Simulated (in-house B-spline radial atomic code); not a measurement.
Successive ionisation energies of lithium; each step leads to the configuration of the next row (after the last: bare). NIST's values go from ground level to ground level; the uncertainty of those that are theory runs from under 0.1 % in few-electron ions to several per cent in heavy many-electron ones. Computed with a radial B-spline atomic code at the basis-set limit: non-relativistic Hartree-Fock, average of the configuration, point nuclei.

| ion | configuration | ionisation energy (eV) | tabulated value (eV) | computed minus tabulated (eV) | highest orbital | largest mean radius (bohr) |
| --- | --- | --- | --- | --- | --- | --- |
| Li | [He] 2s1 | 5.34 | 5.391715 | -0.05 | 2s | 3.8737 |
| Li+ | 1s2 | 74.46 | 75.6401 | -1.18 | 1s | 0.57237 |
| Li2+ | 1s1 | 122.45 | 122.4544 | 0.00 | 1s | 0.5 |

**Question.** Where is the largest jump?

**Answer.** From Li to Li+, by a factor of 13.94 (5.3419 to 74.462 eV); the highest orbital goes from 2s to 1s.
